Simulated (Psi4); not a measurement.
H$_{4}$F$_{2}$OSi$_{2}$ (SMILES O[Si](F)(F)[SiH3]), singlet, geometry from GFN2-xTB, atoms displaced at random by about 0.03 Å a coordinate; Psi4 with B3LYP/6-31G, gradient.

The Psi4 input:
```
memory 2 GB

molecule {
0 1
  O    -0.79023874    0.87612830   -1.33489620
  Si   -0.34587325   -0.09104449   -0.07521370
  F    -0.73726134   -1.59022227   -0.33081676
  F    -1.43364046    0.25246853    1.04975135
  Si    1.75793144    0.32477348    0.43166701
  H    -1.70322620    0.76597035   -1.72646003
  H     2.00247414    1.75906627    0.81713892
  H     2.35742023   -0.42696820    1.54875144
  H     2.70539781    0.00800872   -0.74981559
symmetry c1
no_reorient
no_com
}

set basis 6-31g

gradient('b3lyp')
print_variables()
```

Output, abridged:

```
gradient() will perform analytic gradient computation.

   => Loading Basis Set <=

    Name: 6-31G
    Role: ORBITAL
    Keyword: BASIS

         ---------------------------------------------------------
                                   SCF
               by Justin Turney, Rob Parrish, Andy Simmonett
                          and Daniel G. A. Smith
                              RKS Reference
         ---------------------------------------------------------

  ==> Geometry <==

    Molecular point group: c1
    Full point group: C1

    Geometry (in Angstrom), charge = 0, multiplicity = 1:

       Center              X                  Y                   Z               Mass
    ------------   -----------------  -----------------  -----------------  -----------------
         O           -0.790238740000     0.876128300000    -1.334896200000    15.994914619570
         SI          -0.345873250000    -0.091044490000    -0.075213700000    27.976926534650
         F           -0.737261340000    -1.590222270000    -0.330816760000    18.998403162730
         F           -1.433640460000     0.252468530000     1.049751350000    18.998403162730
         SI           1.757931440000     0.324773480000     0.431667010000    27.976926534650
         H           -1.703226200000     0.765970350000    -1.726460030000     1.007825032230
         H            2.002474140000     1.759066270000     0.817138920000     1.007825032230
         H            2.357420230000    -0.426968200000     1.548751440000     1.007825032230
         H            2.705397810000     0.008008720000    -0.749815590000     1.007825032230

  Running in c1 symmetry.

  Rotational constants: A =      0.13634  B =      0.07187  C =      0.06900 [cm^-1]
  Rotational constants: A =   4087.31405  B =   2154.49795  C =   2068.50778 [MHz]
  Nuclear repulsion =  319.864075732941217

  Charge       = 0
  Multiplicity = 1
  Electrons    = 58
  Nalpha       = 29
  Nbeta        = 29

  ==> Algorithm <==

  SCF Algorithm Type is DF.
  DIIS enabled.
  MOM disabled.
  Fractional occupation disabled.
  Guess Type is SAD.
  Energy threshold   = 1.00e-08
  Density threshold  = 1.00e-08
  Integral threshold = 1.00e-12

  ==> Primary Basis <==

  Basis Set: 6-31G
    Blend: 6-31G
    Number of shells: 37
    Number of basis functions: 61
    Number of Cartesian functions: 61
    Spherical Harmonics?: false
    Max angular momentum: 1

  ==> DFT Potential <==

   => LibXC <=

    Version 7.1.2
    S. Lehtola, C. Steigemann, M. J. T. Oliveira, and M. A. L. Marques,  SoftwareX 7, 1–5 (2018) (10.1016/j.softx.2017.11.002)

   => Composite Functional: B3LYP <=

    B3LYP Hyb-GGA Exchange-Correlation Functional

    P. J. Stephens, F. J. Devlin, C. F. Chabalowski, and M. J. Frisch,  J. Phys. Chem. 98, 11623 (1994) (10.1021/j100096a001)

    Deriv               =              1
    GGA                 =           TRUE
    Meta                =          FALSE

    Exchange Hybrid     =           TRUE
    MP2 Hybrid          =          FALSE

   => Exchange Functionals <=

    0.0800   Slater exchange
    0.7200         Becke 88

   => Exact (HF) Exchange <=

    0.2000               HF

   => Correlation Functionals <=

    0.1900   Vosko, Wilk & Nusair (VWN5_RPA)
    0.8100   Lee, Yang & Parr

   => LibXC Density Thresholds  <==

    XC_HYB_GGA_XC_B3LYP:  1.00E-15

   => Molecular Quadrature <=

    Radial Scheme          =       TREUTLER
    Pruning Scheme         =           NONE
    Nuclear Scheme         =       TREUTLER

    Blocking Scheme        =         OCTREE
    BS radius alpha        =              1
    Pruning alpha          =              1
    Radial Points          =             75
    Spherical Points       =            302
    Total Points           =         194348
    Total Blocks           =           1515
    Max Points             =            256
    Max Functions          =             58
    Weights Tolerance      =       1.00E-15

   => Loading Basis Set <=

    Name: (6-31G AUX)
    Role: JKFIT
    Keyword: DF_BASIS_SCF

  ==> Integral Setup <==

  SCF_SUBTYPE=INCORE selected. In-core MEM_DF algorithm will be used.
  Using in-core AOs.

  ==> MemDFJK: Density-Fitted J/K Matrices <==

    J tasked:                   Yes
    K tasked:                   Yes
    wK tasked:                   No
    Algorithm:                 Core
    Schwarz Cutoff:           1E-12
    Mask sparsity (%):       2.9024
    Fitting Condition:        1E-10

   => Auxiliary Basis Set <=

  Basis Set: (6-31G AUX)
    Blend: CC-PVDZ-JKFIT
    Number of shells: 180
    Number of basis functions: 603
    Number of Cartesian functions: 603
    Spherical Harmonics?: false
    Max angular momentum: 3

  Minimum eigenvalue in the overlap matrix is 6.8763939894E-03.
  Reciprocal condition number of the overlap matrix is 1.6770131274E-03.
    Using symmetric orthogonalization.

  ==> Pre-Iterations <==

  SCF Guess: Superposition of Atomic Densities via on-the-fly atomic UHF (no occupation information).

   -------------------------
    Irrep   Nso     Nmo
   -------------------------
     A         61      61
   -------------------------
    Total      61      61
   -------------------------

  ==> Iterations <==

                           Total Energy        Delta E     RMS |[F,P]|

   @DF-RKS iter SAD:  -855.81302149226838   -8.55813e+02   0.00000e+00
   @DF-RKS iter   1:  -856.03523696142236   -2.22215e-01   1.33429e-02 ADIIS/DIIS
   @DF-RKS iter   2:  -855.68294324415660    3.52294e-01   2.06853e-02 ADIIS/DIIS
   @DF-RKS iter   3:  -856.27443168600439   -5.91488e-01   2.09542e-03 ADIIS/DIIS
   @DF-RKS iter   4:  -856.28011811572185   -5.68643e-03   9.84786e-04 ADIIS/DIIS
   @DF-RKS iter   5:  -856.28124257677996   -1.12446e-03   1.73757e-04 ADIIS/DIIS
   @DF-RKS iter   6:  -856.28131448130591   -7.19045e-05   2.40887e-05 DIIS
   @DF-RKS iter   7:  -856.28131573034238   -1.24904e-06   4.28085e-06 DIIS
[...]
  @DF-RKS Final Energy:  -856.28131575744749
[...]
    DFT Exchange-Correlation Energy =     -58.9487927483418090
    Empirical Dispersion Energy =           0.0000000000000000
    VV10 Nonlocal Energy =                  0.0000000000000000
    Total Energy =                       -856.2813157574474872

Computation Completed

Properties will be evaluated at   0.000000,   0.000000,   0.000000 [a0]

Properties computed using the SCF density matrix

 Multipole Moments:

 ------------------------------------------------------------------------------------
     Multipole            Electronic (a.u.)      Nuclear  (a.u.)        Total (a.u.)
 ------------------------------------------------------------------------------------

 L = 1.  Multiply by 2.5417464519 to convert [e a0] to [Debye]
 Dipole X            :          1.7648470           -1.3778853            0.3869617
 Dipole Y            :         -0.5214473            0.6567285            0.1352812
 Dipole Z            :         -1.5343994            1.2683894           -0.2660099
 Magnitude           :                                                    0.4886733

 ------------------------------------------------------------------------------------

         ------------------------------------------------------------
                                   SCF GRAD
                          Rob Parrish, Justin Turney,
                       Andy Simmonett, and Alex Sokolov
         ------------------------------------------------------------

  ==> Geometry <==

    Molecular point group: c1
    Full point group: C1

    Geometry (in Angstrom), charge = 0, multiplicity = 1:

       Center              X                  Y                   Z               Mass
    ------------   -----------------  -----------------  -----------------  -----------------
         O           -0.790238740000     0.876128300000    -1.334896200000    15.994914619570
         SI          -0.345873250000    -0.091044490000    -0.075213700000    27.976926534650
         F           -0.737261340000    -1.590222270000    -0.330816760000    18.998403162730
         F           -1.433640460000     0.252468530000     1.049751350000    18.998403162730
         SI           1.757931440000     0.324773480000     0.431667010000    27.976926534650
         H           -1.703226200000     0.765970350000    -1.726460030000     1.007825032230
         H            2.002474140000     1.759066270000     0.817138920000     1.007825032230
         H            2.357420230000    -0.426968200000     1.548751440000     1.007825032230
         H            2.705397810000     0.008008720000    -0.749815590000     1.007825032230

  Nuclear repulsion =  319.864075732941217

  ==> Basis Set <==

  Basis Set: 6-31G
    Blend: 6-31G
    Number of shells: 37
    Number of basis functions: 61
    Number of Cartesian functions: 61
    Spherical Harmonics?: false
    Max angular momentum: 1

  ==> DFJKGrad: Density-Fitted SCF Gradients <==

    Gradient:                    1
    J tasked:                  Yes
    K tasked:                  Yes
    wK tasked:                  No
    Integrals threads:           1
    Schwarz Cutoff:          1E-12
    Fitting Condition:       1E-10

   => Auxiliary Basis Set <=

  Basis Set: (6-31G AUX)
    Blend: CC-PVDZ-JKFIT
    Number of shells: 180
    Number of basis functions: 603
    Number of Cartesian functions: 603
    Spherical Harmonics?: false
    Max angular momentum: 3

  ==> DFT Potential <==

   => LibXC <=

    Version 7.1.2
    S. Lehtola, C. Steigemann, M. J. T. Oliveira, and M. A. L. Marques,  SoftwareX 7, 1–5 (2018) (10.1016/j.softx.2017.11.002)

   => Composite Functional: B3LYP <=

    B3LYP Hyb-GGA Exchange-Correlation Functional

    P. J. Stephens, F. J. Devlin, C. F. Chabalowski, and M. J. Frisch,  J. Phys. Chem. 98, 11623 (1994) (10.1021/j100096a001)

    Deriv               =              1
    GGA                 =           TRUE
    Meta                =          FALSE

    Exchange Hybrid     =           TRUE
    MP2 Hybrid          =          FALSE

   => Exchange Functionals <=

    0.0800   Slater exchange
    0.7200         Becke 88

   => Exact (HF) Exchange <=

    0.2000               HF

   => Correlation Functionals <=

    0.1900   Vosko, Wilk & Nusair (VWN5_RPA)
    0.8100   Lee, Yang & Parr

   => LibXC Density Thresholds  <==

    XC_HYB_GGA_XC_B3LYP:  1.00E-15

   => Molecular Quadrature <=

    Radial Scheme          =       TREUTLER
    Pruning Scheme         =           NONE
    Nuclear Scheme         =       TREUTLER

    Blocking Scheme        =         OCTREE
    BS radius alpha        =              1
    Pruning alpha          =              1
    Radial Points          =             75
    Spherical Points       =            302
    Total Points           =         194348
    Total Blocks           =           1515
    Max Points             =            256
    Max Functions          =             58
    Weights Tolerance      =       1.00E-15

  -Total Gradient:
     Atom            X                  Y                   Z
    ------   -----------------  -----------------  -----------------
       1        0.028558633728    -0.008225779593     0.038801881289
       2       -0.026775999027    -0.050470824606     0.005800924897
       3        0.014187903711     0.090572303563     0.020910540354
       4        0.039649364878    -0.016411909579    -0.054186276918
       5       -0.057026877331    -0.012646939562     0.005228687303
       6       -0.021039253632    -0.009105402496    -0.004163560827
       7        0.005826688406     0.000514101938     0.003521584556
       8        0.003747801092     0.009151061014    -0.008160037573
       9        0.012769248781    -0.003183754109    -0.007620259260

  Variable Map:
  ----------------------------------------------------------------------------
[...]
  Array Variable Map:
  ----------------------------------------------------------------------------
[...]
[...]
```
